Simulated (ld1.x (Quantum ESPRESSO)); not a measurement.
I: TM pseudisation with PBEsol, scalar-relativistic reference atom.

| Item | Value |
| --- | --- |
| Element | iodine |
| Generator | ld1.x (Quantum ESPRESSO) 7.5 |
| Type | norm-conserving Troullier–Martins (Kleinman–Bylander form) |
| Functional | PBEsol |
| Relativity | scalar-relativistic |
| Frozen core | [Ar] 3d10 |
| Valence charge | 25 |
| Reference configuration | 4s2 4p6 4d10 5s2 5p5 |
| Partial waves | 4s (bound): rc 0.64 bohr; 4p (bound): rc 1.08 bohr; 4d (bound): rc 1.12 bohr |
| Local potential | the d channel |
| Core correction | none |

Occupied shells without a wave of their own: 5p, 5s. They enter only through the test configuration that unscreens the potential.

- Cutoffs needed: over 300 Ry and over 300 Ry (the cutoffs (Ry, on a coarse ladder) from which the occupation-weighted sum of valence levels, in a spherical-Bessel basis at the reference potential, stays within 10 and 1 mRy of its value at 400 Ry)
- Ghost test: no extra level below or beside the all-electron valence levels (s, p, d, f tested) (spherical-Bessel basis up to 400 Ry, 20 bohr box)
- Largest excitation error: -1031 meV (all-electron minus pseudo) for 4s2 4p6 4d10 5s2 5p2, out of 7 test configurations
